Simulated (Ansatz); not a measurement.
AlB$_{2}$H$_{8}$NSi, relaxed with RKS PBE0-D4/def2-TZVP in the Gaussian-basis code of Ansatz from a PBE-D4/def2-SVP geometry. The force threshold is 0.005 eV/Å; the program also tests the step.

Total charge 0; spin multiplicity 1. The bonds changed during the relaxation, so this is another structure than the one it started from.

Start:

```xyz
13

B     0.703    0.414    0.946
B    -0.644   -0.545    0.930
Si    0.598   -1.969    0.881
Al   -0.221    0.283   -1.100
N    -1.183    1.736   -1.497
H     0.779    1.350    1.721
H     1.631    0.392    0.120
H    -1.640   -0.466    1.614
H     1.724   -2.139   -0.097
H     0.769   -2.963    2.002
H     0.498   -0.512   -2.277
H    -1.677    2.306   -0.806
H    -1.337    2.113   -2.436
```

(1) How much energy does the relaxation release, and in how many steps? (Estimate.)

(2) Which bonds change most? (Best estimate.)

(3) Give the relaxed structure. (Best estimate.)

Answers

(1) Ansatz gave: 0.05 eV, in 11 steps, 1 of them rejected.

(2) Computed: Al4–N5 from 1.787 to 1.765 Å; B2–Si3 from 1.891 to 1.869 Å; B1–H6 from 1.217 to 1.196 Å; B2–H8 from 1.210 to 1.189 Å.

(3) The calculation gave: 
```xyz
13

B     0.709    0.449    0.979
B    -0.623   -0.498    0.969
Si    0.573   -1.929    0.845
Al   -0.206    0.277   -1.072
N    -1.182    1.683   -1.505
H     0.827    1.359    1.745
H     1.601    0.414    0.136
H    -1.592   -0.436    1.654
H     1.680   -2.062   -0.130
H     0.688   -3.008    1.864
H     0.540   -0.523   -2.210
H    -1.687    2.243   -0.837
H    -1.328    2.031   -2.439
```
